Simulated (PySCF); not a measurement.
The numbers are results of B3LYP-D3(BJ)/def2-TZVP // BP86-D3(BJ)/def2-SVP in PySCF, not measurements. Isolated molecules, 0 K electronic values unless said otherwise. One relaxed conformer stands for a flexible species; it need not be the lowest. B3LYP has the VWN-RPA correlation part, as in Gaussian. 

Reference species: [W(=O)(NH2)4] (neutral, multiplicity 1).

* **LUMO**: -1.73 eV
* **HOMO–LUMO gap**: 4.77 eV

Changed species: [Ti(NH2)4] (M = Ti; the reference has M = W, oxo).

Question: What does the change do to the LUMO and HOMO–LUMO gap?

Answer: the LUMO increases by 0.75 eV, to -0.98 eV; the HOMO–LUMO gap rises by 0.80 eV, to 5.57 eV.
